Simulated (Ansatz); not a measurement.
One change: `[NH2][Sc]([NH2])[NH2]` becomes `[NH2][Sc]([NH2])[OH]`.

Ansatz, PBE0-D4/def2-TZVP geometries, multiplicity 1. Each molecule was computed in one conformer, which needn't be the lowest.

Scalar relativity is left out up to krypton.

```
                             property  `[NH2][Sc]([NH2])[NH2]`
    HOMO energy (PBE/def2-TZVPP) / eV                    -5.31
HOMO–LUMO gap (B3LYP/def2-TZVPP) / eV                     5.04
   HOMO energy (PBE0/def2-TZVPP) / eV                    -6.64
HOMO energy (ωB97M-V/def2-TZVPP) / eV                    -9.05
   LUMO energy (PBE0/def2-TZVPP) / eV                    -1.04
  HOMO energy (B3LYP/def2-TZVPP) / eV                    -6.43
```

What does the change do to each property? (An estimate is asked.)

Computed: 
| property | `[NH2][Sc]([NH2])[OH]` | shift |
| --- | --- | --- |
| HOMO energy (PBE/def2-TZVPP) / eV | -5.41 | -0.10 |
| HOMO–LUMO gap (B3LYP/def2-TZVPP) / eV | 5.03 | -0.01 |
| HOMO energy (PBE0/def2-TZVPP) / eV | -6.74 | -0.10 |
| HOMO energy (ωB97M-V/def2-TZVPP) / eV | -9.13 | -0.08 |
| LUMO energy (PBE0/def2-TZVPP) / eV | -1.13 | -0.09 |
| HOMO energy (B3LYP/def2-TZVPP) / eV | -6.52 | -0.09 |

The zero-point energy changes by -30.3 kJ/mol with -3 modes.

B3LYP here is the variant with VWN-RPA as its local correlation; programs differ in this.
